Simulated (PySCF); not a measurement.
Isomers of C6H16OP2, mass 166.068 u with the commonest isotopes. Method used: PBE0/pcSseg-1 in PySCF (dipole) on a GFN2-xTB geometry, gas phase. One conformer each, none proved a minimum here; rigid rotors.

Question: Order these by dipole moment, largest first.
A. `[CH3:1][CH2:2][P@:3]([CH3:4])(=[O:5])[CH2:6][P:7]([CH3:8])[CH3:9]` with C1–C2–P3–C4 -178°, C2–P3–C6–P7 -158°, P3–C6–P7–C8 -174°
B. `[CH3:1][CH2:2][CH2:3][P@@:4]([CH3:5])(=[O:6])[CH2:7][PH:8][CH3:9]` with C1–C2–C3–P4 -173°, C2–C3–P4–C5 -75°, C3–P4–C7–P8 164°, P4–C7–P8–C9 76°
C. `[CH3:1][C:2]([CH3:3])([CH3:4])[P@:5]([CH3:6])(=[O:7])[CH2:8][PH2:9]` with C2–P5–C8–P9 158°, P5–C8–P9–H 45° and -47°
D. `[CH3:1][CH:2]([CH3:3])[P:4]([CH2:5][OH:6])[CH2:7][CH2:8][PH2:9]` with C1–C2–P4–C5 -172°, C2–P4–C5–O6 -83°, P4–C5–O6–H -57°, C2–P4–C7–C8 180°, P4–C7–C8–P9 -177°

Answer: C (3.82 D), A (3.39 D), B (3.14 D), D (1.06 D).

Question: Order these by rotational constant C, largest first.
A. `[CH3:1][CH2:2][CH2:3][P@@:4]([CH3:5])(=[O:6])[CH2:7][PH:8][CH3:9]` with C1–C2–C3–P4 -173°, C2–C3–P4–C5 -75°, C3–P4–C7–P8 164°, P4–C7–P8–C9 76°
B. `[CH3:1][C:2]([CH3:3])([CH3:4])[P@:5]([CH3:6])(=[O:7])[CH2:8][PH2:9]` with C2–P5–C8–P9 158°, P5–C8–P9–H 45° and -47°
C. `[CH3:1][CH2:2][P@:3]([CH3:4])(=[O:5])[CH2:6][P:7]([CH3:8])[CH3:9]` with C1–C2–P3–C4 -178°, C2–P3–C6–P7 -158°, P3–C6–P7–C8 -174°
D. `[CH3:1][CH:2]([CH3:3])[P:4]([CH2:5][OH:6])[CH2:7][CH2:8][PH2:9]` with C1–C2–P4–C5 -172°, C2–P4–C5–O6 -83°, P4–C5–O6–H -57°, C2–P4–C7–C8 180°, P4–C7–C8–P9 -177°

Answer: B (706.0 MHz), C (644.1 MHz), A (523.6 MHz), D (435.7 MHz).

Question: Order these by rotational constant A, smallest first.
A. `[CH3:1][CH2:2][CH2:3][P@@:4]([CH3:5])(=[O:6])[CH2:7][PH:8][CH3:9]` with C1–C2–C3–P4 -173°, C2–C3–P4–C5 -75°, C3–P4–C7–P8 164°, P4–C7–P8–C9 76°
B. `[CH3:1][CH:2]([CH3:3])[P:4]([CH2:5][OH:6])[CH2:7][CH2:8][PH2:9]` with C1–C2–P4–C5 -172°, C2–P4–C5–O6 -83°, P4–C5–O6–H -57°, C2–P4–C7–C8 180°, P4–C7–C8–P9 -177°
C. `[CH3:1][C:2]([CH3:3])([CH3:4])[P@:5]([CH3:6])(=[O:7])[CH2:8][PH2:9]` with C2–P5–C8–P9 158°, P5–C8–P9–H 45° and -47°

Answer: B (1671 MHz), C (1846 MHz), A (2653 MHz).

```
               SMILES  point group  Ia (u·Å²)  Ib (u·Å²)  Ic (u·Å²)      κ  μa (D)  μb (D)  μc (D)
   CCC[P@@](C)(=O)CPC           C1     190.48     948.08     965.17  -0.99    0.78    2.63    1.52
        CC(C)P(CO)CCP           C1     302.48     925.63    1159.80  -0.82    0.49    0.41    0.85
CC(C)(C)[P@](C)(=O)CP           C1     273.78     681.12     715.80  -0.94    2.17    0.46    3.11
  CC[P@](C)(=O)CP(C)C           C1     274.29     732.07     784.64  -0.92    0.29    2.25    2.52
```
